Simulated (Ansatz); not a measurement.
A nudged elastic band was laid between two geometries of C2H3 + FH3Si (10 atoms, charge 0, multiplicity 2).

Computed with UKS BLYP-D4/6-31G* (Ansatz).

* movable images: 7
* climbing image: yes
* spring: 5.0 eV/Å²
* optimiser: quadratic models (default)
* start path: through a guess of the saddle point
* force threshold: 0.05 eV/Å
* iteration limit: 60
* end points: relaxed

Initial state:

```xyz
10
Properties=species:S:1:pos:R:3
H 1.092 -0.153 0.975
Si 1.740 -1.017 -0.054
F 0.752 -1.144 -1.349
C -1.365 1.138 0.878
C -1.723 0.832 -0.354
H 1.985 -2.384 0.501
H 3.036 -0.413 -0.494
H -1.747 1.745 1.700
H -1.127 0.166 -0.990
H -2.645 1.230 -0.813
```

Final state:

```xyz
10
Properties=species:S:1:pos:R:3
H -1.202 -0.493 1.236
Si 1.594 -0.776 0.057
F 0.524 -1.830 -0.599
C -1.017 0.505 0.831
C -1.272 0.799 -0.461
H 2.837 -1.579 0.386
H 1.954 0.270 -0.967
H -0.687 1.266 1.544
H -1.611 0.034 -1.164
H -1.120 1.804 -0.864
```

(1) What changes between the two ends?

(2) Give the energies along the band, and the barrier.

(3) What is the geometry of the highest image?

## Answers

(1) Bonds broken: H1–Si2. Bonds formed: H1–C4. C2H3 + FH3Si becomes C2H4 + FH2Si.

(2) The forces met the threshold. The highest image is number 2 of 0 to 8, 0.077 eV above the first end and 1.022 eV above the last; the last end lies 0.945 eV below the first. A vibrational analysis at the climbing image gives one clearly imaginary mode, 41i cm⁻¹, and a faint second one (18i cm⁻¹) that may be numerical noise or a soft torsion: probably a first-order saddle point.

```json
{"image": "0", "path coordinate (Å)": "0.00", "energy (eV)": "0.000", "H1–Si2 (Å)": "1.49", "H1–C4 (Å)": "2.78"}
{"image": "1", "path coordinate (Å)": "1.32", "energy (eV)": "0.067", "H1–Si2 (Å)": "1.49", "H1–C4 (Å)": "2.50"}
{"image": "2", "path coordinate (Å)": "2.64", "energy (eV)": "0.077", "H1–Si2 (Å)": "1.49", "H1–C4 (Å)": "2.50"}
{"image": "3", "path coordinate (Å)": "3.86", "energy (eV)": "-0.802", "H1–Si2 (Å)": "2.67", "H1–C4 (Å)": "1.10"}
{"image": "4", "path coordinate (Å)": "5.08", "energy (eV)": "-0.815", "H1–Si2 (Å)": "2.98", "H1–C4 (Å)": "1.10"}
{"image": "5", "path coordinate (Å)": "6.30", "energy (eV)": "-0.877", "H1–Si2 (Å)": "3.06", "H1–C4 (Å)": "1.10"}
{"image": "6", "path coordinate (Å)": "7.52", "energy (eV)": "-0.896", "H1–Si2 (Å)": "3.18", "H1–C4 (Å)": "1.09"}
{"image": "7", "path coordinate (Å)": "8.74", "energy (eV)": "-0.937", "H1–Si2 (Å)": "3.15", "H1–C4 (Å)": "1.09"}
{"image": "8", "path coordinate (Å)": "9.97", "energy (eV)": "-0.945", "H1–Si2 (Å)": "3.05", "H1–C4 (Å)": "1.09"}
```

(3) 
```xyz
10
Properties=species:S:1:pos:R:3
H 0.500 -0.567 0.163
Si 1.817 -1.225 -0.097
F 1.639 -2.388 -1.224
C -1.368 0.961 0.812
C -1.893 1.279 -0.354
H 2.331 -1.838 1.168
H 2.805 -0.213 -0.589
H -1.568 1.145 1.868
H -1.467 0.935 -1.306
H -2.795 1.910 -0.441
```

The run took 3.3 min on 2 threads of Intel(R) Xeon(R) Platinum 8488C (Sapphire Rapids), on a shared host, peak memory 0.17 GiB.
